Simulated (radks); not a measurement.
Q: Radial electron density D(r) = 4 pi r^2 rho(r) of an atom or ion with 4 electrons. Calculated with a radial shooting solver on a logarithmic mesh with Libxc functionals: non-relativistic Kohn-Sham, LB94 model potential, spin-polarised, spherical densities, point nucleus.

```
   r/bohr * D(r) (the largest magnitude, 34.3, reaches the edge; | marks zero)
 0.002461 | *
 0.002982 |  *
 0.003613 |   *
 0.004378 |     *
 0.005305 |       *
 0.006428 |          *
 0.007788 |             *
 0.009437 |                  *
  0.01143 |                        *
  0.01385 |                              *
  0.01679 |                                      *
  0.02034 |                                             *
  0.02465 |                                                   *
  0.02986 |                                                      *
  0.03618 |                                                      *
  0.04384 |                                                 *
  0.05312 |                                        *
  0.06437 |                              *
  0.07799 |                   *
   0.0945 |             *
   0.1145 |            *
   0.1387 |              *
   0.1681 |                *
   0.2037 |                *
   0.2468 |           *
   0.2991 |      *
   0.3624 |  *
   0.4391 |*
    0.532 *
   0.6446 *
```

What is the nuclear charge?

A: Z = 30. The innermost maximum, from 1s, lies near 1/Z = 0.0333 bohr (found: 0.0326), and its height grows with Z. The density is that of the zinc ion Zn26+ in [He] 2s2; the configuration itself is not fixed sharply by these data, and Z only to about a unit. D(r) has 2 maxima, at r = 0.0326, 0.179 bohr, and minima at 0.110 bohr, inside which lie 2.08 electrons.
